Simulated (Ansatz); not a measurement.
A nudged elastic band was laid between two geometries of GeH₅NOSZn (10 atoms, charge 0, multiplicity 1).

The calculation used Ansatz 0.2.0, RKS PBE-D4/def2-SVP.

| Quantity | Value |
| --- | --- |
| movable images | 7 |
| climbing image | yes |
| spring | 5.0 eV/Å² |
| optimiser | quadratic models (default) |
| start path | through a guess of the saddle point |
| force threshold | 0.05 eV/Å |
| iteration limit | 51 |
| end points | relaxed |

Initial state:

```xyz
10
Properties=species:S:1:pos:R:3
O 0.642 0.921 0.825
Ge 0.040 -0.819 0.557
S 1.659 -2.196 -0.164
N -1.155 -0.197 -0.631
Zn -0.873 1.675 -0.630
H 0.986 1.157 1.706
H -0.375 -1.375 1.949
H 1.707 -1.589 -1.383
H -1.550 -0.813 -1.344
H -0.999 3.184 -0.881
```

Final state:

```xyz
10
Properties=species:S:1:pos:R:3
O 0.402 0.887 1.082
Ge -0.061 -0.853 0.605
S 1.820 -1.920 -0.025
N -1.131 -0.218 -0.686
Zn -0.842 1.649 -0.630
H 1.364 1.008 1.198
H -0.589 -1.600 1.859
H 1.765 -1.348 -1.261
H -1.793 -0.807 -1.195
H -0.854 3.152 -0.942
```

**Question.** What changes between the two ends?

**Answer.** No bond is made or broken. The dihedral H6–O1–Zn5–N4 goes from -136 to 122°.

**Question.** What energy profile does the band end with?

**Answer.** It converged. The highest image is number 3 of 0 to 8, 0.1 kcal/mol above the first end and 0.8 kcal/mol above the last; the last end lies 0.7 kcal/mol below the first. The top lies less than 8 meV above the higher end, about what the thresholds resolve: that end is a shoulder or a very shallow well. A vibrational analysis at the climbing image gives one clearly imaginary mode, 150i cm⁻¹: a first-order saddle point.

| image | path coordinate (Å) | energy (kcal/mol) | dihedral H6–O1–Zn5–N4 (°) |
| --- | --- | --- | --- |
| 0 | 0.00 | 0.0 | -136 |
| 1 | 0.11 | 0.0 | -142 |
| 2 | 0.22 | 0.1 | -154 |
| 3 | 0.34 | 0.1 | -171 |
| 4 | 0.49 | 0.1 | 166 |
| 5 | 0.65 | -0.1 | 147 |
| 6 | 0.80 | -0.4 | 135 |
| 7 | 0.96 | -0.6 | 127 |
| 8 | 1.11 | -0.7 | 122 |

**Question.** What is the geometry of the highest image?

**Answer.** 
```xyz
10
Properties=species:S:1:pos:R:3
O 0.510 0.935 0.903
Ge 0.011 -0.824 0.591
S 1.730 -2.088 -0.119
N -1.181 -0.227 -0.615
Zn -0.895 1.643 -0.676
H 1.132 1.150 1.620
H -0.412 -1.447 1.951
H 1.745 -1.473 -1.335
H -1.561 -0.862 -1.320
H -0.995 3.141 -0.997
```

Time of the run: 13 min on 2 threads of Arm Neoverse V1, with other jobs on the host, peak memory 0.24 GiB.
